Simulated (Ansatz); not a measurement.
Reaction (substitution at a C–Sb bond): `S=[CH][SbH2]` + `C=C(O)O` → `C=C(O)OC=S` + stibine

Isolated molecules relaxed with PBE0-D4/def2-TZVP in Ansatz; ΔE leaves out vibrations. CCSD(T)/CBS adds triple-zeta CCSD(T) − MP2 to the extrapolated MP2 energy (def2 sets, frozen cores). DFT in def2-TZVPP. def2 core potentials past Kr. For Sb outer-core shells are correlated without core-valence functions, which leaves a few kJ/mol of doubt a bond. Each species was taken in one conformer, which may not be the lowest.

(1) Is it downhill or uphill in electronic energy at CCSD(T)/CBS, and by how much? (Best estimate.)

(2) What do these levels give: PBE-D4, PBE0-D4, PBE, PBE0, HF/def2-TZVPP, HF/CBS(def2)? (Best estimate.)

Largest T1 diagnostic among the species: 0.017.

Results:

(1) The calculation gave: Uphill: ΔE = +5.6 kcal/mol.

(2) Computed: PBE-D4 0.7, PBE0-D4 1.4, PBE 0.6, PBE0 1.4, HF/def2-TZVPP 2.1, HF/CBS(def2) 2.4 kcal/mol.

From PBE to PBE0 (25 % exact exchange), in def2-TZVPP and without D4, ΔE moves by +0.8 kcal/mol. In def2-TZVPP, CCSD(T) changes the Hartree–Fock value by +1.7 kcal/mol (the triples alone add −0.2 kcal/mol) and MP2 by +3.1 kcal/mol.
